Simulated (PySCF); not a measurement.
Sn(OH)3 (H₃O₃Sn), SMILES [OH][Sn+]([OH])[OH], charge +1.

Coordinates come from a PBE0-D3(BJ)/def2-SVP optimisation. The multiplicity is an assumed one; other spin states were not compared. The isomer is the one that the SMILES or the coordinates give; other isomers of the formula were not compared. The def2 effective core potentials stand for the cores of Sn; spin–orbit coupling is left out. The values are those of a single conformer.

The numbers are results of TDA-LC-ωPBE/def2-SVPD (PySCF), not measurements.

Vertical excitations. The molecule is in vacuum. State labels are in the subgroup Cs.

Computed lowest excited states:
```
state  symmetry  energy (eV)  λ (nm)      f                                            main pairs
-----  --------  -----------  ------  -----  ----------------------------------------------------
S1           A"         5.36     231  0.000                                        HOMO→LUMO 88 %
S2           A"         5.38     231  0.000                                      HOMO−1→LUMO 90 %
S3           A'         6.33     196  0.097                  HOMO−2→LUMO 71 %, HOMO−1→LUMO+1 25 %
S4           A"         6.40     194  0.069                                      HOMO−4→LUMO 93 %
S5           A'         6.67     186  0.021                    HOMO−3→LUMO 65 %, HOMO→LUMO+1 30 %
S6           A"         7.46     166  0.001                                    HOMO−2→LUMO+1 99 %
S7           A'         7.59     163  0.026                  HOMO−5→LUMO 74 %, HOMO−4→LUMO+1 15 %
S8           A"         8.07     154  0.004                                    HOMO−3→LUMO+1 98 %
S9           A'         8.19     151  0.135  HOMO→LUMO+1 50 %, HOMO−3→LUMO 19 %, HOMO−6→LUMO 15 %
S10          A'         8.30     149  0.280                  HOMO−1→LUMO+1 59 %, HOMO−2→LUMO 18 %
T1           A"         4.74     261      0                      HOMO−1→LUMO 64 %, HOMO→LUMO 28 %
T2           A"         4.76     260      0                      HOMO→LUMO 62 %, HOMO−1→LUMO 29 %
T3           A'         4.86     255      0                                      HOMO−2→LUMO 93 %
T4           A"         5.50     225      0                                      HOMO−4→LUMO 89 %
```
Triplets are in the Tamm–Dancoff approximation.
